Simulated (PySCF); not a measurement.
Run record: geometry optimisation, `[Cl][Sn]([Cl])([Cl])[Cl]`.

Method: PBE0-D3(BJ)/def2-SVP geometry optimisation, gas phase, def2 core potentials past Kr (PySCF 2.14.0). Start geometry: GFN2-xTB. The input is one job of a driver script: a line of settings, then coordinates in Å.

Input:
```
{"job": {"xc": "PBE0", "basis": "def2-SVP", "d3": "d3bj", "grid": 1, "maxiter": 30, "shake": 0.03, "kind": "geom"}, "charge": 0, "multiplicity": 1}
Sn     0.059930    -0.075840     0.011360
Cl    -0.006120    -0.031490     2.311030
Cl     2.120820     0.003220    -0.808040
Cl    -1.000330     1.901680    -0.763820
Cl    -1.099450    -1.908050    -0.812650
```

Task: Estimate the output.

Result: 
```
step   0  E = -2054.09797911  max force = 0.041584
step   1  E = -2054.10241221  max force = 0.002728
step   2  E = -2054.10259409  max force = 0.001348
step   3  E = -2054.10262106  max force = 0.000576
step   4  E = -2054.10262661  max force = 0.000443
step   5  E = -2054.10262397  max force = 0.000830
step   6  E = -2054.10265534  max force = 0.000578
step   7  E = -2054.10268407  max force = 0.000247
step   8  E = -2054.10268438  max force = 0.000154
optimisation converged
```

Energies in Eh; «max force» is the largest Cartesian gradient component in Eh/bohr.

Task: Give the first gradient maximum in eV/Å.

Result: With 1 Eh/bohr = 51.422 eV/Å, 2.138 eV/Å.

Task: How much energy does the optimisation release, in kcal/mol?

Result: E(step 0) − E(last step) = 0.004705 Eh, which is 3.0 kcal/mol.

In short: final energy -2054.10268 Eh after 8 steps; dipole 0.07 D.

On an Arm Neoverse N1 with one thread, shared host, this took 70 s of wall time and 0.40 GiB of memory at its peak.
Labels such as C1 count atoms from 1, the log's own numbers from 0.
